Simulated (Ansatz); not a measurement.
Total energies of `CN(C)c1ccc(-c2ccc(-c3ccc(-c4ccc(C#N)s4)s3)s2)s1` from Ansatz at PBE-D4/def2-TZVP, gas phase (1 Eh = 27.2114 eV = 2625.5 kJ/mol). The reference geometry is relaxed at PBE-D4/def2-SVP.

Cartesian coordinates in Å:
```
C 2.873 -3.105 5.970
N 2.516 -3.861 4.786
C 3.093 -5.173 4.573
C 1.988 -3.209 3.700
C 1.790 -3.692 2.401
C 1.174 -2.739 1.554
C 0.906 -1.514 2.160
C 0.305 -0.326 1.620
C -0.073 0.854 2.272
C -0.640 1.820 1.413
C -0.717 1.408 0.079
C -1.241 2.128 -1.050
C -1.920 3.353 -1.064
C -2.291 3.775 -2.358
C -1.913 2.888 -3.370
C -2.123 2.980 -4.791
C -1.741 2.081 -5.796
C -2.112 2.494 -7.093
C -2.786 3.717 -7.104
C -3.301 4.427 -8.212
N -3.733 5.022 -9.132
S -2.955 4.356 -5.479
S -1.068 1.513 -2.682
S -0.059 -0.212 -0.092
S 1.442 -1.543 3.842
H 2.026 -2.455 6.279
H 3.081 -3.802 6.804
H 3.766 -2.452 5.820
H 3.361 -5.617 5.550
H 2.358 -5.845 4.083
H 4.008 -5.144 3.935
H 2.078 -4.699 2.078
H 0.922 -2.937 0.502
H 0.059 0.998 3.354
H -0.987 2.807 1.749
H -2.146 3.916 -0.148
H -2.835 4.708 -2.564
H -1.203 1.148 -5.580
H -1.904 1.930 -8.012
```

```json
{"state": "charge 0 singlet", "geometry": "reference", "energy (Eh)": "-2433.38557"}
{"state": "charge 1 doublet", "geometry": "reference", "energy (Eh)": "-2433.16497"}
{"state": "charge -1 doublet", "geometry": "reference", "energy (Eh)": "-2433.43915"}
{"state": "charge -1 doublet", "geometry": "relaxed at PBE-D4/def2-SVP", "energy (Eh)": "-2433.44162"}
{"state": "free C atom (triplet)", "geometry": "–", "energy (Eh)": "-37.79597"}
{"state": "free N atom (quartet)", "geometry": "–", "energy (Eh)": "-54.53214"}
{"state": "free S atom (triplet)", "geometry": "–", "energy (Eh)": "-397.93833"}
{"state": "free H atom (doublet)", "geometry": "–", "energy (Eh)": "-0.49962"}
```

Single mean-field runs in def2-TZVP are fitted with def2-universal-jkfit.

Problem. Work out the vertical ionisation energy to the doublet.

Solution. E(charge 1 doublet) − E(charge 0 singlet) = -2433.16497 − (-2433.38557) = 0.22060 Eh = 6.00 eV. For comparison, −ε of the highest occupied level is 4.39 eV at this level, 1.61 eV less.

Problem. Work out the vertical electron affinity, to the doublet.

Solution. E(charge 0 singlet) − E(charge -1 doublet) = -2433.38557 − (-2433.43915) = 0.05358 Eh = 1.46 eV. The basis lacks diffuse functions, which makes affinities too small.

Problem. Give the fundamental gap IE − EA, the Mulliken electronegativity (IE + EA)/2 and the hardness (IE − EA)/2.

Solution. From the values in Eh: IE − EA = 0.22060 − 0.05358 = 0.16702 Eh = 4.54 eV; (IE + EA)/2 = 3.73 eV; (IE − EA)/2 = 2.27 eV. The HOMO–LUMO gap of the same run is 1.42 eV, 3.12 eV smaller than the fundamental gap.

Problem. How much does the charge -1 doublet relax, and what is the adiabatic electron affinity?

Solution. Relaxation: -2433.43915 − (-2433.44162) = 0.00247 Eh = 0.07 eV. Adiabatic electron affinity: 0.05605 Eh = 1.53 eV, without zero-point energy. 

Problem. What is the binding energy per atom against free atoms?

Solution. Atoms: 19 × (-37.79597) + 2 × (-54.53214) + 4 × (-397.93833) + 14 × (-0.49962) = -2425.93571 Eh. Binding: -2425.93571 − (-2433.38557) = 7.44986 Eh = 202.72 eV, or 5.20 eV for each of 39 atoms (no zero-point energy, no counterpoise term).

At PBE-D4/def2-TZVP the highest occupied level of the charge -1 doublet lies above zero (up to 0.13 eV). By energy differences its removal costs 1.46 eV (vertical, to the charge 0 singlet, at PBE-D4/def2-TZVP); self-interaction error and the lack of diffuse functions both raise the level.
